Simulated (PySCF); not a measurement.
Geometry (Å), atoms numbered from 1 in this order:
```xyz
19

C     2.358    1.891   -0.955
C     1.855    1.020   -0.307
C     1.229   -0.014    0.490
C    -0.270   -0.186    0.177
C    -0.990    1.133    0.469
Si   -0.508   -0.647   -1.665
Si   -0.964   -1.549    1.325
H     2.808    2.647   -1.528
H     1.361    0.246    1.547
H     1.758   -0.956    0.310
H    -0.874    1.420    1.516
H    -2.055    1.051    0.258
H    -0.584    1.939   -0.143
H    -0.101    0.460   -2.529
H     0.298   -1.832   -1.971
H    -1.924   -0.942   -1.896
H    -0.747   -1.145    2.719
H    -0.261   -2.810    1.083
H    -2.398   -1.715    1.091
```

Non-relativistic Hamiltonian, equivalent nuclei averaged, single conformer, gas phase. PBE0/pcSseg-1 with gauge-including orbitals; structure optimised with GFN2-xTB; PySCF.

δ = σ(ref) − σ, references computed at the same level: TMS for ¹³C and ¹H and ²⁹Si.

| atoms | nucleus | count | Hirshfeld charge | δ (ppm) |
| --- | --- | --- | --- | --- |
| H9/H10 | ¹H | 2 | 0.05 | 2.49 |
| C3 | ¹³C | 1 | -0.05 | 28.6 |
| C1 | ¹³C | 1 | -0.11 | 79.6 |
| H14/H15/H16/H17/H18/H19 | ¹H | 6 | -0.08 | ? |
| C5 | ¹³C | 1 | -0.12 | ? |
| Si6/Si7 | ²⁹Si | 2 | 0.30 | ? |
| H8 | ¹H | 1 | 0.09 | 1.62 |
| H11/H12/H13 | ¹H | 3 | 0.04 | 1.40 |
| C4 | ¹³C | 1 | -0.13 | 8.4 |
| C2 | ¹³C | 1 | -0.03 | 86.1 |

Complete the table.

Answers


- C5: 21.5 ppm, methyl carbon; saturated and bonded to C and H only
- H14/H15/H16/H17/H18/H19: 3.87 ppm, hydrogen on a silicon bonded to C
- Si6/Si7: -56.4 ppm, silicon bonded to C, 3 H

Shifts are as computed. Against solution values, carbons near 30 ppm lie about +3 ppm off and those near 130 ppm about +5 ppm. Of 1211 compounds with measured shifts, 218 miss one by over three times the rms of a fit or turn the order of signals round; such compounds aren't used in these exercises.
